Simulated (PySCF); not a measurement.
Compound: C6H10OS.
Numbering: `[CH2:1]=[CH:2]/[C:3]([CH3:4])=[CH:5]/[S@@:6]([CH3:7])=[O:8]` (hydrogens: H9, H10 on C1; H11 on C2; H12, H13, H14 on C4; H15 on C5; H16, H17, H18 on C7)

Cartesian coordinates in Å at the GFN2-xTB level; atoms count from 1:
```xyz
18
C6H10OS angstrom
C     -2.972    0.205   -0.639
C     -1.870    0.779   -0.171
C     -0.651    0.083    0.222
C     -0.622   -1.412    0.143
C      0.414    0.784    0.615
S      1.970    0.038    1.154
C      2.703    0.041   -0.553
O      2.665    1.096    1.887
H     -3.833    0.790   -0.913
H     -3.064   -0.860   -0.769
H     -1.835    1.856   -0.065
H     -1.469   -1.832    0.682
H     -0.692   -1.733   -0.895
H      0.295   -1.806    0.573
H      0.414    1.860    0.702
H      2.690    1.053   -0.943
H      2.121   -0.624   -1.179
H      3.727   -0.310   -0.470
```

The closed-shell SCF was solved with PySCF and density fitting under several settings on one GFN2-xTB geometry (grid level 2 and gas phase unless stated).

```csv
settings,basis functions,SCF cycles,E (Eh),HOMO (eV),LUMO (eV),dipole (D)
PBE0/pcSseg-1,193,15,-707.4172,-6.52,-1.40,4.35
PBE0/def2-SVPD,250,16,-707.1480,-6.61,-1.46,4.49
"mPW1PW91/STO-3G, energy threshold 1e-08 Eh",54,12,-699.5655,-2.07,1.79,2.60
```

**Question.** Estimate the row for these settings: PBE0/STO-3G, start guess sap, level shift 0.1 Eh.

**Answer.** 
| settings | basis functions | SCF cycles | E (Eh) | HOMO (eV) | LUMO (eV) | dipole (D) |
| --- | --- | --- | --- | --- | --- | --- |
| PBE0/STO-3G, start guess sap, level shift 0.1 Eh | 54 | 28 | -699.1283 | -1.98 | 1.86 | 2.59 |

**Question.** Over all rows, what range does the HOMO–LUMO gap span?

**Answer.** From 3.84 eV (PBE0/STO-3G, start guess sap, level shift 0.1 Eh) to 5.15 eV (PBE0/def2-SVPD).

**Question.** And the dipole moment?

**Answer.** From 2.59 D (PBE0/STO-3G, start guess sap, level shift 0.1 Eh) to 4.49 D (PBE0/def2-SVPD); the largest is 1.73 times the smallest, and the median is 3.47 D.

**Question.** Compare two rows with the functional PBE0: PBE0/STO-3G, start guess sap, level shift 0.1 Eh and PBE0/def2-SVPD. Which energy is lower, and by how much?

**Answer.** PBE0/def2-SVPD (250 functions) lies 8.0197 Eh or 5032 kcal/mol below PBE0/STO-3G, start guess sap, level shift 0.1 Eh (54 functions).

Whole jobs, the steps after the SCF included, on an AMD EPYC 7R13 with one thread, shared host:

| settings | work after the SCF | wall time | peak memory |
| --- | --- | --- | --- |
| PBE0/pcSseg-1 | shieldings, charges and field gradients | 27 s | 0.86 GiB |
| PBE0/def2-SVPD | 6 singlets by full TDDFT, 2 Tamm–Dancoff triplets, polarisability | 43 s | 1.0 GiB |
| mPW1PW91/STO-3G, energy threshold 1e-08 Eh | 25 singlets by full TDDFT, polarisability | 8.2 s | 0.48 GiB |
| PBE0/STO-3G, start guess sap, level shift 0.1 Eh | spin–spin couplings from 16 perturbed nuclei, spin–dipole term left out | 10 s | 0.60 GiB |

Cycle counts include a coarse-grid stage where the run had one.

One conformer stands for the species.
